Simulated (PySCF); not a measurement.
# Orbital picture of CaO⁻

M06-2X at R = 1.887 Å; Ca aug-cc-pVDZ-X2C, O aug-cc-pVDZ-DK; spin-free X2C with a Gaussian nucleus (PySCF 2.14). State: ²Σ⁺ (doublet), unpaired electrons σ ↑. Only the outer orbitals are listed, counted within each symmetry.

| spin | orbital | occ. | ε (eV) | on Ca (%) | main shells (%) |
| --- | --- | --- | --- | --- | --- |
| α | 6σ | 1 | -25.49 | 91 | 91 Ca p |
| α | 2π | 1 | -25.05 | 100 | 100 Ca p |
| α | 2π | 1 | -25.05 | 100 | 100 Ca p |
| α | 7σ | 1 | -18.05 | 12 | 88 O s, 10 Ca p |
| α | 8σ | 1 | -2.25 | 15 | 82 O p, 10 Ca d |
| α | 3π | 1 | -1.97 | 12 | 88 O p, 9 Ca d |
| α | 3π | 1 | -1.97 | 12 | 88 O p, 9 Ca d |
| α | 9σ | 1 | -0.26 | 101 | 79 Ca s, 20 Ca p |
| α | 4π | 0 | 2.42 | 98 | 94 Ca p |
| α | 4π | 0 | 2.42 | 98 | 94 Ca p |
| α | 10σ | 0 | 2.61 | 92 | 82 Ca p, 8 O s |
| β | 6σ | 1 | -25.37 | 92 | 92 Ca p |
| β | 2π | 1 | -25.06 | 100 | 100 Ca p |
| β | 2π | 1 | -25.06 | 100 | 100 Ca p |
| β | 7σ | 1 | -17.77 | 12 | 88 O s, 9 Ca p |
| β | 3π | 1 | -1.84 | 13 | 86 O p, 10 Ca d |
| β | 3π | 1 | -1.84 | 13 | 86 O p, 10 Ca d |
| β | 8σ | 1 | -1.52 | 23 | 75 O p, 11 Ca s, 9 Ca d |
| β | 9σ | 0 | 0.99 | 97 | 60 Ca s, 34 Ca p |
| β | 4π | 0 | 1.47 | 98 | 58 Ca p, 40 Ca d |
| β | 4π | 0 | 1.47 | 98 | 58 Ca p, 40 Ca d |

**Question.** Which are the highest filled and the lowest empty level, where do they sit, and how wide is the gap?

**Answer.** Highest filled α 9σ at -0.26 eV (in %: 79 Ca s, 20 Ca p); lowest empty β 9σ at 0.99 eV (in %: 60 Ca s, 34 Ca p); the gap at M06-2X is 1.25 eV. An empty level above zero is unbound, and its energy depends on the basis.

```
bond order (Mayer)                                                                                                : 1.42
⟨S²⟩                                                                                                              : 0.753
charge on Ca (Mulliken, basis-dependent)                                                                          : 0.04
charge on Ca (Löwdin, basis-dependent)                                                                            : 0.34
dipole moment (positive dipole points towards O; it is taken about the centre of mass and depends on that origin) : -2.84 D
```

Shares are Mulliken populations and can fall outside 0 to 100 %.

The state was picked by a PBE0 search and need not be the measured ground state.
